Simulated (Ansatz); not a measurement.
AlCl, charge -1, doublet, at a GFN2-xTB geometry (such geometries of metal compounds can be far from the true shape) (a state made from the parent by changing its charge; the spin is typed, not shown lowest) (a gas-phase anion, which may not be bound at this level). Base run: MP2/def2-SV(P) run with Ansatz (a quantum-chemistry and plane-wave program).

Ansatz was given this input:
Ansatz 0.2 input:
```yaml
crystal:
  periodic: [false, false, false]
  atoms:
    - {symbol: Al, position_ang: [-0.00000000, -0.00000000, -1.40501930]}
    - {symbol: Cl, position_ang: [0.00000000, 0.00000000, 1.07442652]}
basis:
  gaussian:
    orbitals: def2-SV_P_.json
total_charge: -1
magnetization: {spin_polarized: true, initial_magnetization: 1}
correlation: {method: mp2}
```
The basis file holds def2-SV(P) in the JSON format of the Basis Set Exchange.

The base run was repeated with changes; each row names its change, and settings that it needs were set with it.

```
change               basis functions      E (Eh)  MP2 correlation (Eh)
-------------------  ---------------  ----------  --------------------
base                              36  -701.40124              -0.17047
basis = pcseg-0                   26  -700.66016              -0.06086
basis = def2-SVP                  36  -701.40124              -0.17047
basis = 6-31G**                   38  -701.60033              -0.16602
basis = 6-31G*                    38  -701.60033              -0.16602
basis = cc-pV(D+d)Z               46  -701.65257              -0.18070
basis = 6-311++G**               [?]         [?]                   [?]
basis = pc-2                      68  -701.70765              -0.22490
basis = pcseg-2                   68  -701.70502              -0.22474
basis = def2-TZVP                [?]         [?]                   [?]
basis = cc-pV(T+d)Z              [?]         [?]                   [?]
basis = def2-TZVPP                84  -701.72888              -0.24621
basis = def2-QZVP                [?]         [?]                   [?]
```

Q: Some entries are withheld; supply them.

A: 
- basis = 6-311++G**, basis functions: 62
- basis = 6-311++G**, E (Eh): -701.66278
- basis = 6-311++G**, MP2 correlation (Eh): -0.17898
- basis = def2-TZVP, basis functions: 74
- basis = def2-TZVP, E (Eh): -701.72474
- basis = def2-TZVP, MP2 correlation (Eh): -0.24222
- basis = cc-pV(T+d)Z, basis functions: 78
- basis = cc-pV(T+d)Z, E (Eh): -701.74256
- basis = cc-pV(T+d)Z, MP2 correlation (Eh): -0.24629
- basis = def2-QZVP, basis functions: 140
- basis = def2-QZVP, E (Eh): -701.77904
- basis = def2-QZVP, MP2 correlation (Eh): -0.27284

Totals compare only among sets that treat the same electrons; sets with core potentials leave the core out.

A gas-phase anion may not be bound at this level; its values then depend on the basis.
